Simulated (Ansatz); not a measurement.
A run for Ansatz (a first-principles code): R-wB97M-V/def2-TZVPPD on C3H10S (a complex), monomers drawn apart or pushed together. Files ending in .json are basis or fitting sets from the Basis Set Exchange.

Ansatz 0.2 input:
```yaml
crystal:
  periodic: [false, false, false]
  atoms:
    - {symbol: C, position_ang: [-0.52661779, 0.55891932, 0.23314063]}
    - {symbol: C, position_ang: [0.54676888, -0.52324371, 0.16283820]}
    - {symbol: H, position_ang: [-1.27738849, 0.42071560, -0.54716794]}
    - {symbol: H, position_ang: [-0.09607454, 1.55381185, 0.10066624]}
    - {symbol: H, position_ang: [-1.04303410, 0.54068347, 1.19447895]}
    - {symbol: H, position_ang: [0.11664766, -1.51697165, 0.30424052]}
    - {symbol: H, position_ang: [1.30963341, -0.38017185, 0.93139916]}
    - {symbol: H, position_ang: [1.05493797, -0.52025542, -0.80339771]}
    - {symbol: C, position_ang: [0.84750937, 0.86191499, 4.24772371]}
    - {symbol: S, position_ang: [-0.30919055, -0.52745137, 4.47378583]}
    - {symbol: H, position_ang: [0.71954617, 1.32675387, 3.27265892]}
    - {symbol: H, position_ang: [0.60204329, 1.58949333, 5.01940135]}
    - {symbol: H, position_ang: [1.87870533, 0.54271543, 4.38243267]}
    - {symbol: H, position_ang: [0.15771374, -1.29369038, 3.47543989]}
basis:
  gaussian:
    orbitals: def2-TZVPPD.json
hamiltonian:
  xc: {name: wB97M-V}
scf: {lower_state_search: off}
```

It printed:

```
WARN ansatz: RAYON_NUM_THREADS=1 ignored (pool sized by the plan → 1); use --threads N
Functional definition: wB97M-V
these checks for a lower state are left out or cut short: stability, starts, cluster_reference, orbital_swaps, neighbouring_geometries, increment
integrals: 0.40 GiB planned
1430 factors; their error is unknown
integrals: 0.44 GiB planned
461 factors; integrals over basis functions are off by at most 3.1e-5 eV
mean field: 2.14 GiB planned
mean field evaluation 1: about -14103.2416 eV, gradient 4.8e1 eV
mean field evaluation 2: about -14105.4984 eV, gradient 3.5e1 eV
mean field evaluation 4: about -14108.3488 eV, gradient 9.0e-1 eV
mean field evaluation 8: about -14108.3356 eV, gradient 7.1e-1 eV
mean field evaluation 16: about -14108.3362 eV, gradient 3.0e-5 eV
mean field -14108.33617295 eV, -518.4717913823 hartree, gradient 3.2e-6 eV, S^2 0.000000; 0 other end points of the search recorded, 0 dependent functions left out
reference -14108.33625294 eV, -518.4717943218 hartree; 22, 22 occupied and 310, 310 virtual orbitals, 1430 factors
Total energy: -14108.33625294 eV, -518.4717943218 hartree
Checks for a lower state left out: stability, starts, cluster_reference, orbital_swaps, neighbouring_geometries, increment
```

The run converged.

Cost: around 20 core-seconds (rough).
